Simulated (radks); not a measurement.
Results of a calculation; reference values are marked as such.
All-electron atom: Li I in [He] 2s1 (the NIST ground configuration). Level of theory: scalar-relativistic Kohn-Sham, PBE, spin-polarised, spherical densities, finite nucleus; open shells are filled with parallel spins first; Fermi nuclear charge, rms radius 2.444 fm (a radial shooting solver on a logarithmic mesh with Libxc functionals).

Normalised radial functions P(r) = r R(r), r in bohr:

| r | 1s down | 2s up |
|---|---|---|
| 0.01669 | 0.1478 | 0.0264 |
| 0.01852 | 0.1631 | 0.0291 |
| 0.02055 | 0.1799 | 0.0321 |
| 0.02298 | 0.1997 | 0.0356 |
| 0.0255 | 0.2199 | 0.0392 |
| 0.0283 | 0.2420 | 0.0431 |
| 0.0314 | 0.2660 | 0.0474 |
| 0.03512 | 0.2942 | 0.0524 |
| 0.03897 | 0.3227 | 0.0575 |
| 0.04324 | 0.3535 | 0.0630 |
| 0.04798 | 0.3867 | 0.0689 |
| 0.05324 | 0.4223 | 0.0752 |
| 0.05955 | 0.4635 | 0.0825 |
| 0.06607 | 0.5043 | 0.0897 |
| 0.07332 | 0.5476 | 0.0973 |
| 0.08135 | 0.5932 | 0.1053 |
| 0.09099 | 0.6447 | 0.1144 |
| 0.101 | 0.6945 | 0.1230 |
| 0.112 | 0.7457 | 0.1319 |
| 0.1243 | 0.7980 | 0.1408 |
| 0.1379 | 0.8506 | 0.1497 |
| 0.1543 | 0.9068 | 0.1590 |
| 0.1712 | 0.9577 | 0.1672 |
| 0.19 | 1.0063 | 0.1748 |
| 0.2108 | 1.0513 | 0.1813 |
| 0.2358 | 1.0945 | 0.1869 |
| 0.2616 | 1.1282 | 0.1904 |
| 0.2903 | 1.1542 | 0.1919 |
| 0.3221 | 1.1713 | 0.1908 |
| 0.3574 | 1.1780 | 0.1869 |
| 0.3997 | 1.1724 | 0.1789 |
| 0.4435 | 1.1543 | 0.1676 |
| 0.4922 | 1.1233 | 0.1521 |
| 0.5461 | 1.0793 | 0.1321 |
| 0.6108 | 1.0177 | 0.1053 |
| 0.6778 | 0.9484 | 0.0753 |
| 0.752 | 0.8691 | 0.0404 |
| 0.8345 | 0.7819 | 0.0008 |
| 0.9259 | 0.6894 | -0.0431 |
| 1.036 | 0.5874 | -0.0946 |
| 1.149 | 0.4938 | -0.1456 |
| 1.275 | 0.4041 | -0.1984 |
| 1.415 | 0.3211 | -0.2520 |
| 1.583 | 0.2417 | -0.3087 |
| 1.756 | 0.1790 | -0.3602 |
| 1.948 | 0.1279 | -0.4111 |
| 2.162 | 0.0875 | -0.4571 |
| 2.399 | 0.0569 | -0.4945 |
| 2.683 | 0.0337 | -0.5225 |
| 2.977 | 0.0194 | -0.5344 |
| 3.304 | 0.0104 | -0.5308 |
| 3.666 | 0.0051 | -0.5110 |
| 4.1 | 0.0022 | -0.4727 |
| 4.55 | 0.0009 | -0.4246 |
| 5.048 | 0.0003 | -0.3686 |
| 5.601 | 0.0001 | -0.3092 |
| 6.215 | 0.0000 | -0.2503 |
| 6.952 | 0.0000 | -0.1910 |
| 7.714 | 0.0000 | -0.1422 |
| 8.559 | 0.0000 | -0.1008 |
| 9.498 | 0.0000 | -0.0676 |
| 10.62 | 0.0000 | -0.0410 |
| 11.79 | 0.0000 | -0.0240 |
| 13.08 | 0.0000 | -0.0131 |

1s down: eigenvalue -51.515 eV, 0 radial nodes, <r> = 0.581 bohr, 90 % of the charge inside 1.06 bohr. 2s up: eigenvalue -3.228 eV, 1 radial node at r = 0.836 bohr, <r> = 3.79 bohr, 90 % of the charge inside 5.94 bohr.
